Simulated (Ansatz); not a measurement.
Basis-set series for C2H8Al2Si (`[SiH3][AlH][Al]1[CH2][CH2]1`). The species carries charge 0 and has multiplicity 1. Geometry: relaxed with PBE0-D4/def2-TZVP. It is one conformer, not always the lowest.

```json
{"functional": "PBE0-D4", "basis": "def2-SVP", "functions": "122", "energy (Eh)": "-854.55399", "HOMO (eV)": "-5.56", "LUMO (eV)": "-2.51"}
{"functional": "PBE0-D4", "basis": "def2-QZVPP", "functions": "564", "energy (Eh)": "-854.93985", "HOMO (eV)": "-5.55", "LUMO (eV)": "-2.52"}
{"functional": "ωB97M-V", "basis": "def2-SVP", "functions": "122", "energy (Eh)": "-854.87163", "HOMO (eV)": "-7.45", "LUMO (eV)": "-0.89"}
{"functional": "ωB97M-V", "basis": "def2-QZVPP", "functions": "564", "energy (Eh)": "-855.26250", "HOMO (eV)": "-7.47", "LUMO (eV)": "-0.99"}
```

Task: Give the rows for def2-TZVPP. (Best estimate.)

Result: Computed: 
```csv
functional,basis,functions,energy (Eh),HOMO (eV),LUMO (eV)
PBE0-D4,def2-TZVPP,300,-854.91147,-5.55,-2.51
ωB97M-V,def2-TZVPP,300,-855.23461,-7.46,-0.94
```
